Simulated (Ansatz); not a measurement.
Hg2S2⁺. Charge 1, multiplicity 2. Geometry r2SCAN-D4/def2-SVP, that of the neutral singlet; atoms count from 1.

```xyz
4

Hg    0.560    1.305    0.257
Hg   -0.560   -1.305   -0.257
S    -0.287    0.513   -1.986
S     0.287   -0.513    1.986
```

In the def2 sets Hg takes a core potential; there is no spin–orbit coupling. The structure comes from a short search, and lower isomers may exist.

(1) Estimate the Mulliken populations from the PBE0/def2-TZVP orbitals of Ansatz.

(2) Where does the spin sit?

(3) And the Mayer bond orders between bonded heavy atoms (over 0.3)?

## Answers

(1) 
```
atom  charge (e)  spin (α − β)  d electrons
 Hg1        0.66         -0.02         9.92
 Hg2        0.66         -0.02         9.92
  S3       -0.24          0.05            –
  S4       -0.08          0.99            –
```
Mulliken values and Mayer orders depend strongly on the basis.

(2) Summed by element: Hg -0.05, S 1.05, of 1 unpaired in all. Largest on single atoms: S4 0.99, S3 0.05, Hg2 -0.02.

(3) Hg1–S3 0.96 (2.52 Å); Hg1–S4 0.69 (2.52 Å); Hg2–S3 0.96 (2.52 Å); Hg2–S4 0.69 (2.52 Å). Values over 0.3 also appear between atoms too far apart for a bond (S3–S4 0.42 at 4.14 Å); they arise where an orbital or an unpaired electron spreads over both atoms.
